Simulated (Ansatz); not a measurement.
Abridged output of a molecular run in Ansatz:

```
Functional definition: HF
1421 factors; integrals over basis functions are off by at most 1.5e-3 eV
mean field evaluation 1: about -6254.3298 eV, gradient 5.7e1 eV
mean field evaluation 2: about -6254.3369 eV, gradient 5.7e1 eV
mean field evaluation 4: about -6261.7015 eV, gradient 9.9e0 eV
mean field evaluation 8: about -6261.9675 eV, gradient 1.9e-1 eV
mean field evaluation 16: about -6261.9399 eV, gradient 2.2e0 eV
mean field -6261.96772692 eV, -230.1230694501 hartree, gradient 2.0e-6 eV, S^2 0.000000; 0 other end points of the search recorded, 0 dependent functions left out
4 core orbitals not correlated: weight in the atoms' cores, before any rotation towards them, 1.000 or more for the frozen orbitals, at most 0.000 for the correlated occupied ones
reference -6261.96772692 eV, -230.1230694501 hartree; 20, 20 occupied and 114, 114 virtual orbitals, 1421 factors
second order -25.01503290 eV of doubles, -0.00000000 eV of singles
cycle   1  -24.83717592 eV  change    1.8e-1 eV  update   1.8e-1
cycle   2  -25.64257682 eV  change   -8.1e-1 eV  update   8.5e-2
cycle   3  -25.92624890 eV  change   -2.8e-1 eV  update   3.4e-2
cycle   4  -25.93560779 eV  change   -9.4e-3 eV  update   1.2e-2
cycle   5  -25.93067748 eV  change    4.9e-3 eV  update   5.0e-3
cycle   6  -25.93217811 eV  change   -1.5e-3 eV  update   2.1e-3
cycle   7  -25.93107652 eV  change    1.1e-3 eV  update   9.3e-4
cycle   8  -25.93135602 eV  change   -2.8e-4 eV  update   2.3e-4
cycle   9  -25.93140809 eV  change   -5.2e-5 eV  update   8.6e-5
cycle  10  -25.93132966 eV  change    7.8e-5 eV  update   2.4e-5
cycle  11  -25.93132948 eV  change    1.9e-7 eV  update   1.0e-5
perturbative correction -1.04693275 eV, -0.0384740691 hartree
Total energy: -6288.94598915 eV, -231.1145023005 hartree
```

Its atoms:

```xyz
15

C     0.1690   -2.0596   -0.3686
Ta   -0.1796   -0.0045    0.2108
C     1.6236    0.9434    0.9392
C    -1.1021    1.1347   -1.3804
N    -1.3216   -0.0348    1.5502
H    -0.7548   -2.5619   -0.6749
H     0.8711   -2.0976   -1.2136
H     0.5973   -2.6461    0.4515
H     2.0563    0.4038    1.7884
H     1.4372    1.9704    1.2719
H     2.3782    0.9787    0.1406
H    -2.0339    0.6717   -1.7232
H    -0.4204    1.1984   -2.2405
H    -1.3463    2.1553   -1.0671
H    -1.9741   -0.0519    2.3157
```

Question: Which basis set was used?
A. def2-TZVPP
B. def2-SVPD
C. def2-SVP
D. def2-QZVPP

Answer: C. It gives 138 functions.

Question: Write the keys of the input that set method, charge and spin (a neutral closed shell needs none for the last two).

Answer: 
```yaml
correlation: {method: ccsd_t}
```
